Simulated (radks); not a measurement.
Coherent X-ray form factor from a spherical all-electron density. Method: Dirac Kohn-Sham, PBEsol, spin-unpolarised, spherical densities, finite nucleus; Fermi nuclear charge, rms radius of each element as measured or else 0.836 A^(1/3) + 0.57 fm; computed with a radial shooting solver on a logarithmic mesh with Libxc functionals.

| sin(theta)/lambda (1/angstrom) | f0 (electrons) |
|---|---|
| 0.05 | 76.382 |
| 0.1 | 74.609 |
| 0.15 | 71.905 |
| 0.2 | 68.568 |
| 0.25 | 64.907 |
| 0.3 | 61.180 |
| 0.4 | 54.195 |
| 0.5 | 48.275 |
| 0.6 | 43.387 |
| 0.8 | 35.711 |
| 1 | 29.678 |
| 1.25 | 23.810 |
| 1.5 | 19.680 |
| 2 | 15.140 |

The species is in the configuration that NIST lists as its ground one. Which atom or ion scatters so?

Answer. The thallium ion Tl4+, [Xe] 4f14 5d9. Extrapolating in s^2 from the first two rows gives f0(0) = 77.0, near the electron count 77; among species with that count, the fall with angle is slower the higher Z, and the table is that of Z = 81; from so few rows the species is fixed only to a neighbour or two.
